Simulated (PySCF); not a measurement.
B(Me)(NCO)(OH) (C2H4BNO2), SMILES CB(N=C=O)O. Coordinates come from a PBE0-D3(BJ)/def2-SVP optimisation. This is a generated structure with no PubChem entry under its InChIKey; it may be hypothetical. Other conformers were not sampled.

Give the equilibrium geometry at PBE0-D3(BJ)/def2-SVP (PySCF confirms it by a frequency run) as Cartesian coordinates in Å, and its point group. (The exact figures need the calculation; the answer reports its results.)

This is not unique; one that fits is point group Cs.
```xyz
10

B     -0.1038    -0.9557     0.0000
C      1.2068    -1.8280     0.0000
H      1.8223    -1.5799    -0.8802
H      1.8223    -1.5799     0.8802
H      1.0296    -2.9142     0.0000
N     -0.0044     0.4729     0.0000
C      0.0329     1.6653     0.0000
O      0.0852     2.8334     0.0000
O     -1.3601    -1.4652     0.0000
H     -1.3642    -2.4270     0.0000
```
